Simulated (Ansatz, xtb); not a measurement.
## Ranking isomers of C4H2ClFO

5 gas-phase structures of C4H2ClFO, from a drawn sample of its isomers (lower ones may exist). Each was relaxed with GFN2-xTB:

A. `Fc1ccc(Cl)o1`, a singlet
B. `Fc1cocc1Cl`, a singlet
C. `Fc1ccoc1Cl`, a singlet
D. `Fc1coc(Cl)c1`, a singlet
E. `Fc1occc1Cl`, a singlet

**Question.** Make a reasoned guess at their ranking by r2SCAN-D4/def2-SVP single-point energy.

**Answer.** Calculated order at r2SCAN-D4/def2-SVP: A (0.0), E (1.8), D (3.0), C (4.2), B (5.3) kcal/mol.

Energies above the lowest of each column, in kcal/mol; the last columns are at PBE-D3(BJ)/def2-SVP geometries:

| structure | GFN2-xTB | HF/STO-3G | r2SCAN-D4/def2-SVP | PBE-D3(BJ)/def2-SVP | CCSD(T)/def2-SVP + ΔMP2/def2-TZVPP |
| --- | --- | --- | --- | --- | --- |
| A | 0.0 | 0.0 | 0.0 | 0.0 | 0.0 |
| E | 0.9 | 0.5 | 1.8 | 1.7 | 1.3 |
| D | 0.6 | 4.1 | 3.0 | 2.9 | 2.8 |
| C | 2.2 | 4.5 | 4.2 | 4.1 | 3.8 |
| B | 1.6 | 4.5 | 5.3 | 5.0 | 4.5 |

Every level run on A puts it lowest or level with the lowest. ΔMP2 is the change of the MP2 energy from the smaller to the larger basis.

Over these structures GFN2-xTB departs from r2SCAN-D4/def2-SVP by 1.1 kcal/mol on average once a common shift is removed. A GFN2-xTB relaxation took about 0.16 s and the r2SCAN-D4/def2-SVP energy about 3.6 s on a shared host (Ansatz 0.2.0, xtb 6.7.1).
